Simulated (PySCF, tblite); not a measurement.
Isomers of C7H9ClSi, one GFN2-xTB conformer each. Single-point energies are computed at PBE0/pcSseg-1 (PySCF, gas phase, no added dispersion term), electronic only.

| SMILES | GFN2-xTB relative energy (kcal/mol) |
| --- | --- |
| C#C[C@@H]1C=C[C@@H](Cl)[SiH2]C1 | 0.0 |
| [SiH3][C@@]12C=C[C@@H]1C(CCl)=C2 | 4.3 |

Conformers: `[CH:1]#[C:2][C@@H:3]1[CH:4]=[CH:5][C@@H:6]([Cl:7])[SiH2:8][CH2:9]1` with C2–C3–C4–C5 -179°, C4–C5–C6–Cl7 -73°, C5–C6–Si8–C9 -31°, C6–Si8–C9–C3 -15°; `[SiH3:1][C@@:2]12[CH:3]=[CH:4][C@@H:5]1[C:6]([CH2:7][Cl:8])=[CH:9]2` with C5–C6–C7–Cl8 71°.

Question: What does PBE0/pcSseg-1 give for the same structures?

Answer: 
```csv
SMILES,PBE0/pcSseg-1 E (Eh),PBE0/pcSseg-1 (kcal/mol),GFN2-xTB (kcal/mol),point group
C#C[C@@H]1C=C[C@@H](Cl)[SiH2]C1,-1021.09372,0.0,0.0,C1
[SiH3][C@@]12C=C[C@@H]1C(CCl)=C2,-1021.06479,18.2,4.3,C1
```

Both levels put the same isomer lowest. As drawn, the lower has a C≡C bond, which the higher lacks; the higher has a four-membered ring, which the lower lacks.

Question: Which frontier levels, dipoles and rotational constants go with these structures?

Answer: 
```tsv
SMILES	HOMO (eV, PBE0/pcSseg-1)	LUMO (eV)	dipole (D)	A, B, C (MHz)
C#C[C@@H]1C=C[C@@H](Cl)[SiH2]C1	-7.54	-0.85	1.89	1911, 813.2, 711.2
[SiH3][C@@]12C=C[C@@H]1C(CCl)=C2	-7.13	-0.83	2.12	2126, 692.2, 596.5
```

Question: What happens when harmonic zero-point energies from GFN2-xTB frequencies are added?

Answer: 
```json
{"SMILES": "C#C[C@@H]1C=C[C@@H](Cl)[SiH2]C1", "ZPE (kcal/mol)": "81.8", "electronic (kcal/mol)": "0.0", "with ZPE (kcal/mol)": "0.0"}
{"SMILES": "[SiH3][C@@]12C=C[C@@H]1C(CCl)=C2", "ZPE (kcal/mol)": "80.3", "electronic (kcal/mol)": "18.2", "with ZPE (kcal/mol)": "16.7"}
```

The zero-point energies span 1.5 kcal/mol. The order is unchanged.
